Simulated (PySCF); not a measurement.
A structure optimised at PBE-D3(BJ)/def2-SVP, used in a PySCF frequency run:

```xyz
10

F     -0.0097     2.2861     0.0000
B     -0.0862     0.9550     0.0000
N     -1.3154     0.2312     0.0000
C     -1.2082    -1.0740     0.0000
C      0.0486    -1.7831     0.0000
C      1.1965    -1.0357     0.0000
O      1.1664     0.3013     0.0000
H     -2.1384    -1.6850     0.0000
H      0.0962    -2.8804     0.0000
H      2.2155    -1.4566     0.0000
```

### Question
Write its SMILES, formula and point group.

### Answer
FB1N=CC=CO1, C3H3BFNO, Cs

### Question
What are its rotational constants (standard atomic weights)?

### Answer
5.5900, 2.6765, 1.8099 GHz
